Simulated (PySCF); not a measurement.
**Shieldings and the share of exact exchange**

Molecule: `FB(F)[SiH2]S`, BF₂H₃SSi.

Structure with atom numbers: `[F:1][B:2]([F:3])[SiH2:4][SH:5]`. Hydrogens are named by the atom that carries them.

GIAO shieldings (ppm, equivalent atoms averaged) in PySCF 2.14 on the PBE0-D3(BJ)/def2-SVP geometry, basis pcSseg-2, gas phase, non-relativistic:

| functional | exact exchange (%) | σ(F1/F3) | σ(B2) | σ(Si4) |
| --- | --- | --- | --- | --- |
| BLYP | 0 | 191.8 | 62.4 | 380.4 |
| BP86 | 0 | 189.7 | 65.2 | 392.7 |
| PBE | 0 | 187.2 | 64.3 | 395.6 |
| PBE0 | 25 | 208.8 | 69.5 | 409.7 |
| mPW1PW91 | 25 | 210.3 | 69.5 | 407.4 |
| BHandHLYP | 50 | 230.9 | 72.9 | 410.5 |
| HF | 100 | 264.1 | 84.9 | 444.0 |

(1) Fit each shielding as a line in the percentage of exact exchange.

(2) What does the line predict for B3LYP (20 %), and what does the run give?

Results:

(1) σ(F1/F3) = 190.3 + 0.75 x (rms 1.9 ppm); σ(B2) = 64.0 + 0.20 x (rms 1.0 ppm); σ(Si4) = 390.8 + 0.52 x (rms 5.7 ppm). The functionals also differ in their semilocal parts, which the line can't hold; Hartree–Fock has no correlation at all.

(2) σ(F1/F3): 205.3 predicted, 208.2 computed; σ(B2): 68.0 predicted, 66.5 computed; σ(Si4): 401.2 predicted, 392.6 computed ppm.
